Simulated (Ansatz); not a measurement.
One change: `OB(F)[SiH2]Br` becomes `NB(O)F`.

Ansatz, PBE0-D4/def2-TZVP geometries, multiplicity 1. Each molecule was computed in one conformer, which needn't be the lowest.

Scalar relativity is left out up to krypton. Spin–orbit coupling is left out; it splits and shifts lone-pair levels of the heavy atoms by tenths of an eV.

```json
{"property": "LUMO energy (B3LYP/def2-TZVPP) / eV", "`OB(F)[SiH2]Br`": "-1.17"}
{"property": "LUMO energy (PBE/def2-TZVPP) / eV", "`OB(F)[SiH2]Br`": "-1.88"}
{"property": "HOMO energy (PBE0/def2-TZVPP) / eV", "`OB(F)[SiH2]Br`": "-8.42"}
{"property": "size of the dipole moment (B3LYP/def2-TZVPP) / D", "`OB(F)[SiH2]Br`": "0.94"}
{"property": "size of the dipole moment (PBE/def2-TZVPP) / D", "`OB(F)[SiH2]Br`": "0.82"}
{"property": "LUMO energy (ωB97M-V/def2-TZVPP) / eV", "`OB(F)[SiH2]Br`": "1.01"}
```

(1) What does the change do to each property? (Estimate.)

Answers

(1) The calculation gave: 
```json
{"property": "LUMO energy (B3LYP/def2-TZVPP) / eV", "`NB(O)F`": "0.01", "shift": "1.18"}
{"property": "LUMO energy (PBE/def2-TZVPP) / eV", "`NB(O)F`": "-0.42", "shift": "1.46"}
{"property": "HOMO energy (PBE0/def2-TZVPP) / eV", "`NB(O)F`": "-8.12", "shift": "0.30"}
{"property": "size of the dipole moment (B3LYP/def2-TZVPP) / D", "`NB(O)F`": "3.60", "shift": "2.66"}
{"property": "size of the dipole moment (PBE/def2-TZVPP) / D", "`NB(O)F`": "3.50", "shift": "2.68"}
{"property": "LUMO energy (ωB97M-V/def2-TZVPP) / eV", "`NB(O)F`": "1.72", "shift": "0.71"}
```

With PBE0 the HOMO rises by 0.30 eV and the LUMO rises by 1.38 eV, so the gap widens by about 1.08 eV. PBE moves the HOMO by 0.52 eV and ωB97M-V by 0.03 eV. The zero-point energy changes by 21.7 kJ/mol with -3 modes. Dipoles are sizes alone; their direction can turn.

B3LYP here is the variant with VWN-RPA as its local correlation; programs differ in this.
